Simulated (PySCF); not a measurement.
Cl₂Fe, neutral, multiplicity 5. Atoms are numbered in the order given.

```xyz
3

Fe     0.0000     0.0000     0.0000
Cl     0.0000     0.0000    -2.1444
Cl     0.0000     0.0000     2.1444
```
Charge 0, spin multiplicity 5.

Geometry optimised at B3LYP-D3(BJ)/def2-TZVP. The spin state was assumed, not searched. The isomer is the one that the SMILES or the coordinates give; other isomers of the formula were not compared.

These are ωB97X/def2-TZVPD (PySCF) values and carry that method's errors.

The molecule is in vacuum.

Computed frontier levels, dipole moment and polarisability:
| Item | Value |
|---|---|
| α spin, highest occupied and lowest empty level | -11.32 and 0.68 eV |
| β spin, highest occupied and lowest empty level | -11.32 and -2.07 eV |
| dipole moment | 0.00 D |
| mean static polarisability | 53.8 bohr³ (7.98 Å³) |
| polarisability, principal values | 42.5, 42.5, 76.4 bohr³ |
| ⟨S²⟩ | 6.010 (pure state 6.00) |
